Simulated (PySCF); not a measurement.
BFGeH4.

```xyz
7

B      0.4686    -1.2664    -0.2164
F     -0.4152    -2.1942     0.0947
Ge     0.0039     0.7461     0.0203
H      0.1431     1.4710    -1.3312
H     -1.4147     0.9859     0.5604
H      1.0121     1.3983     0.9845
H      1.5280    -1.6519    -0.6326
```

Coordinates come from a PBE0-D3(BJ)/def2-TZVP optimisation.

The numbers are results of B3LYP/pcSseg-1 in PySCF, not measurements. Non-relativistic, no solvent.

Computed absolute GIAO shielding of each atom: isotropic value and principal components (ppm):
| atom | σ(iso) | σ11 | σ22 | σ33 | span |
|---|---|---|---|---|---|
| B1 | 20.9 | -71.4 | 53.6 | 80.4 | 151.7 |
| F2 | 98.7 | -169.8 | -57.3 | 523.1 | 692.9 |
| Ge3 | 1653.2 | 1613.8 | 1640.0 | 1705.9 | 92.1 |
| H4 | 27.9 | 22.3 | 23.1 | 38.3 | 16.0 |
| H5 | 28.1 | 22.3 | 23.1 | 38.9 | 16.6 |
| H6 | 27.9 | 22.4 | 23.1 | 38.3 | 16.0 |
| H7 | 24.7 | 20.7 | 24.0 | 29.3 | 8.7 |
